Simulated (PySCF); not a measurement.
NICS in isomers of C9H13P.

Probes without a nucleus sit at each ring's centroid and 1 Å off its mean plane on both sides; NICS is minus the shielding there, NICSzz its component along the normal. Level: GIAO PBE0/pcSseg-1 (PySCF, non-relativistic, gas phase) on the GFN2-xTB geometries, one conformer each. Atom numbers follow the mapped SMILES.

Task: Order these rings by mean NICS(1)zz, lowest (most negative) first (ppm).
A. ring C5–C6–C7–C8–C9–C10 in `[CH2:1]=[P:2]([CH3:3])([CH3:4])[c:5]1[cH:6][cH:7][cH:8][cH:9][cH:10]1`
B. ring C1–C2–P3–C9–C10 in `[CH:1]1=[CH:2][P:3]([C:4]2=[CH:5][CH2:6][CH2:7][CH2:8]2)[CH2:9][CH2:10]1`
C. ring C3–C4–C5–P6–C9–C10 in `[CH2:1]=[CH:2][C@H:3]1[CH:4]=[CH:5][P@:6](=[CH2:7])([CH3:8])[CH:9]=[CH:10]1`
D. ring P4–C5–C6–C7–C8 in `[CH:1]#[C:2][CH2:3][P:4]1[CH2:5][CH2:6][CH:7]=[C:8]1[CH2:9][CH3:10]`
E. ring C3–C4–P5–C8–C9 in `[CH2:1]=[CH:2][c:3]1[cH:4][p:5]([CH2:6][CH3:7])[cH:8][c:9]1[CH3:10]`
F. ring C3–C4–P5–C7–C9 in `[CH2:1]=[CH:2][c:3]1[cH:4][p:5]([CH3:6])[c:7]([CH3:8])[c:9]1[CH3:10]`

Result: A (-28.7), E (-10.3), F (-8.3), B (-4.9), D (-3.2), C (0.6).

```json
{"SMILES": "C=P(C)(C)c1ccccc1", "ring": "6-membered carbocycle; formal bonds all aromatic", "NICS(0)": "-8.2", "NICS(1)": "-11.5", "NICS(1)zz": "-28.7", "HOMA": "1.00", "rms pucker (Å)": "0.00", "ring atoms with four or more neighbours": "0"}
{"SMILES": "C=Cc1cp(CC)cc1C", "ring": "5-membered ring with P; bonds drawn aromatic by RDKit's count", "NICS(0)": "-4.0", "NICS(1)": "-5.9", "NICS(1)zz": "-10.3", "HOMA": "0.12", "rms pucker (Å)": "0.04", "ring atoms with four or more neighbours": "0"}
{"SMILES": "C=Cc1cp(C)c(C)c1C", "ring": "5-membered ring with P; bonds drawn aromatic by RDKit's count", "NICS(0)": "-3.3", "NICS(1)": "-5.4", "NICS(1)zz": "-8.3", "HOMA": "-0.05", "rms pucker (Å)": "0.04", "ring atoms with four or more neighbours": "0"}
{"SMILES": "C1=CP(C2=CCCC2)CC1", "ring": "5-membered ring with P; formal bonds 1 double, 4 single", "NICS(0)": "-3.2", "NICS(1)": "-3.7", "NICS(1)zz": "-4.9", "HOMA": "–", "rms pucker (Å)": "0.11", "ring atoms with four or more neighbours": "2"}
{"SMILES": "C#CCP1CCC=C1CC", "ring": "5-membered ring with P; formal bonds 1 double, 4 single", "NICS(0)": "-2.5", "NICS(1)": "-3.2", "NICS(1)zz": "-3.2", "HOMA": "–", "rms pucker (Å)": "0.09", "ring atoms with four or more neighbours": "2"}
{"SMILES": "C=C[C@H]1C=C[P@](=C)(C)C=C1", "ring": "6-membered ring with P; formal bonds 2 double, 4 single", "NICS(0)": "0.7", "NICS(1)": "-1.6", "NICS(1)zz": "0.6", "HOMA": "–", "rms pucker (Å)": "0.17", "ring atoms with four or more neighbours": "2"}
```

NICS(0) gives the same order. The isotropic NICS(1) gives the same order. HOMA uses Krygowski's 1993 parameters; it is left out where a ring has a four-coordinate atom, a triple bond, no multiple bond or a kind of bond without parameters. NICS(1) and NICS(1)zz are means over the two faces.
